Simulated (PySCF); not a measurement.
Bond curve of GeTe

Set-up: basis Ge cc-pVTZ-PP with ECP10, Te cc-pVTZ-PP with ECP28; scalar-relativistic core potentials; PySCF 2.14. Energies in eV from Ge + Te in their ground configurations at the same level. State: ¹Σ⁺ (singlet), closed shell.

All columns are PBE0. A positive dipole means Ge(−)Te(+).

| R (Å) | E (eV) | μ (D) | Mulliken charge on Ge (basis-dependent) | HOMO (eV) | LUMO (eV) | Mayer bond order | ⟨S²⟩ |
| --- | --- | --- | --- | --- | --- | --- | --- |
| 2.017 | -2.785 | -0.09 | 0.23 | -7.02 | -1.94 | 2.41 | 0.00 |
| 2.111 | -3.655 | -0.47 | 0.24 | -7.14 | -2.13 | 2.41 | 0.00 |
| 2.204 | -4.130 | -0.86 | 0.24 | -7.23 | -2.32 | 2.41 | 0.00 |
| 2.275 | -4.296 | -1.15 | 0.24 | -7.17 | -2.46 | 2.41 | 0.00 |
| 2.345 | -4.341 | -1.44 | 0.24 | -7.02 | -2.59 | 2.41 | 0.00 |
| 2.415 | -4.291 | -1.73 | 0.25 | -6.89 | -2.72 | 2.41 | 0.00 |
| 2.509 | -4.118 | -2.09 | 0.25 | -6.72 | -2.89 | 2.40 | 0.00 |
| 2.626 | -3.785 | -2.52 | 0.26 | -6.53 | -3.08 | 2.40 | 0.00 |
| 2.767 | -3.285 | -3.00 | 0.26 | -6.34 | -3.30 | 2.38 | 0.00 |
| 2.955 | -2.551 | -3.56 | 0.27 | -6.14 | -3.55 | 2.37 | 0.00 |

A fit through these points gives, at Re = 2.340 Å, μ = -1.42 D and dμ/dR = -4.07 D/Å; the reduced mass is 47.11 u.

Problem. How strong is the fundamental in the double-harmonic approximation, I = 42.26·(dμ/dR)²/μred km/mol?

Solution. I = 42.26·(-4.07)²/47.11 = 14.9 km/mol at PBE0.

Spin–orbit coupling is left out, which matters for elements this heavy, above all for dissociation energies.
